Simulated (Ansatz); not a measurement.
System: SnSe, net charge 0, singlet state. SMILES: [Se]=[Sn]
Coordinates optimised at B3LYP-D3(BJ)/def2-TZVP (Ansatz, a program for electronic structure):
```xyz
2

Sn     0.0000     0.0000    -0.9497
Se     0.0000     0.0000     1.3966
```
Charge 0, spin multiplicity 1.

Property: vertical ionisation energy (to the doublet state of charge +1; each state is the SCF solution reached for its spin; for the singlet T1 is 0.028), in eV. Correlated levels leave the core frozen unless marked. UHF or UKS for open shells. Spin-orbit coupling is left out. Frozen are the shells of the preceding noble gas and the d and f shells that filled before the atom's block. Past Kr the def2 sets carry scalar-relativistic core potentials. CBS marks a two-point X^-3 extrapolation of the correlation energy; Hartree-Fock from the larger set.

```csv
level,program,vertical ionisation energy (eV)
PBE/def2-TZVPD,Ansatz,9.09
r2SCAN/def2-TZVPD,Ansatz,9.12
B3LYP/def2-TZVPD,Ansatz,___
PBE0/def2-TZVPD,Ansatz,9.00
BHLYP/def2-TZVPD,Ansatz,8.79
wB97X-V/def2-TZVPD,Ansatz,8.89
CCSD/def2-TZVPPD,Ansatz,___
"CCSD(T)/CBS(def2-TZVPPD,def2-QZVPPD)",Ansatz,___
```

Q: What belongs in the gaps?

A: 
- B3LYP/def2-TZVPD, vertical ionisation energy (eV): 9.07
- CCSD/def2-TZVPPD, vertical ionisation energy (eV): 8.87
- CCSD(T)/CBS(def2-TZVPPD,def2-QZVPPD), vertical ionisation energy (eV): 9.18
